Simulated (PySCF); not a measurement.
Ga(CF3)2(Me), SMILES [C](F)([Ga]([C](F)(F)F)[CH3])(F)F (C3H3F6Ga) (PBE0/def2-SVP optimised geometry):

```
13

Ga     0.015     0.158     0.000
C     -1.049    -1.559    -0.077
F     -0.306    -2.635     0.238
F     -1.512    -1.760    -1.326
F     -2.110    -1.568     0.744
C     -1.050     1.876     0.000
F     -0.736     2.635     1.068
F     -2.378     1.715     0.013
F     -0.755     2.605    -1.094
C      1.962     0.158     0.000
H      2.325    -0.284    -0.943
H      2.344    -0.472     0.819
H      2.378     1.170     0.099
```

Computed with PBE0/def2-TZVP (PySCF).

Question: What are the frontier orbital energies and the dipole moment?

Answer: HOMO-2 -11.68 eV, HOMO-1 -8.85 eV, HOMO -8.63 eV, LUMO -2.15 eV, LUMO+1 -0.05 eV; dipole moment 2.85 D.

Meta-Löwdin charges at PBE0/def2-TZVP: Ga1 0.62, C2 0.58, F3 -0.27, F4 -0.27, F5 -0.27, C6 0.58, F7 -0.28, F8 -0.27, F9 -0.28, C10 -0.58, H11 0.15, H12 0.14, H13 0.14.
